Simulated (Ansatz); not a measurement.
Species, as SMILES: [SiH]F (F-SiH) (closed-shell singlet).
Atoms: Si1, H2, F3. Bonds: Si1-H2, Si1-F3.

Basis-set convergence of the lowest harmonic wavenumber at HF with Ansatz (a program for electronic structure). Each level at its own minimum, finite differences of forces, unscaled; the reference is a large set that could be run, not a limit. Cartesian d functions, on some or all atoms, in 6-31G*, 6-31G**, 6-311G**, 6-311+G**; all else is spherical. The program fits the integrals of some runs and decomposes those of others, by size. Core-valence sets carry the plain set on hydrogen. A restricted Hartree-Fock determinant is unstable towards unrestricted orbitals. No added dispersion term, no relativity. Reference: the value in pcseg-3, 906 cm⁻¹, itself unsure by roughly 2 cm⁻¹ (its mean distance from def2-QZVPP, cc-pV(Q+d)Z, aug-pcseg-2). Deviations are taken from unrounded values.

```tsv
basis	functions	lowest harmonic wavenumber (cm⁻¹)	minus reference (cm⁻¹)
pcseg-0	24	900	-6
6-31G*	36	921	15
pcseg-1	37	858	-48
6-31G**	39	921	15
cc-pV(D+d)Z	42	860	-45
6-311G**	51	885	-20
6-311+G**	59	864	-42
aug-cc-pV(D+d)Z	64	849	-57
6-311++G(2d,2p)	72	878	-28
pcseg-2	78	910	4
cc-pV(T+d)Z	83	901	-5
def2-TZVPD	92	904	-2
jun-cc-pV(T+d)Z	101	892	-13
6-311++G(3df,3pd)	104	883	-23
def2-TZVPPD	105	903	-2
cc-pCVTZ	116	902	-4
aug-pcseg-2	119	904	-2
cc-pV(Q+d)Z	149	909	3
```
